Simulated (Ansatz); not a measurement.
The standard entropy of CH5FGe (SMILES [CH3][GeH2][F]) from a frequency calculation

A singlet with charge 0, relaxed at PBE0/LANL2DZ (core potential) (Ansatz 0.2.0):

```xyz
8

C    -0.6495    0.7455   -0.3080
Ge    0.4007   -0.7988    0.2436
F     1.3812   -0.2779    1.6474
H    -1.2848    0.4947   -1.1649
H     0.0092    1.5721   -0.5925
H    -1.2896    1.0828    0.5133
H     1.4037   -1.2648   -0.8411
H    -0.4747   -1.9783    0.7357
```

Harmonic wavenumbers in cm⁻¹: 137, 187, 474, 612, 635, 645, 751, 884, 908, 913, 1356, 1486, 1497, 2125, 2129, 3084, 3193, 3201.

Masses in u: C 12.011, Ge 72.63, F 18.998, H 1.008. Take T = 298.15 K, p = 1 bar, R = 8.3145 J/(mol K), kT/hc = 207.22 cm⁻¹, rigid rotor and harmonic oscillator.

Work out S° at 298 K.


1. Translation (Sackur–Tetrode): S = R[3/2 ln M + 5/2 ln T − 1.1517] with M = 108.679 gives 167.3 J/(mol K).
2. Rotation: principal moments 38.800, 84.414, 113.464 u Å² give A, B, C = 0.4345, 0.1997, 0.1486 cm⁻¹; the symmetry number is σ = 1; q = (√π/σ)√((kT/hc)³/ABC) = 46562; S = R(ln q + 3/2) = 101.8.
3. Vibration: with u = ν̃/207.22, each mode gives R[u/(eᵘ − 1) − ln(1 − e⁻ᵘ)]; the sum is 32.4, most from 137 cm⁻¹ (11.9), 187 cm⁻¹ (9.4), 474 cm⁻¹ (3.0).
4. Electronic: R ln 1 = 0.0, from the spin multiplicity alone.
5. Sum: 167.3 + 101.8 + 32.4 + 0.0 = 301.5 J/(mol K).

No measured value is set beside it here. Where a soft mode is a torsion, a harmonic oscillator describes it poorly.
